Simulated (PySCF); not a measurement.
## Excitation energy of Hg⁺ by level of theory

Hg⁺ [Xe] 4f14 5d10 6s1 (2S) → Hg⁺ [Xe] 4f14 5d10 6p1 (2P), as a difference of total energies. Computed with PySCF 2.14 in x2c-TZVPPall (11s7p7d3f1g, 97 functions), with scalar relativity by spin-free X2C-1e. Correlated levels: valence: [Xe] 4f14 frozen. The calculations carry no spin-orbit coupling.

```
           method  excitation energy (cm⁻¹)
              UHF                     52755
    MP2 (valence)                     57925
SCS-MP2 (valence)                     57468
   CCSD (valence)                     56654
CCSD(T) (valence)                     56732
```

Errors of the correlated levels include the incompleteness of this basis and the frozen core.

The basis was made for the ground configuration and has no added diffuse functions, so the excitation energy can come out too high.

For comparison: 57568 cm⁻¹ (measured; NIST levels, between the centres of gravity of the two terms).
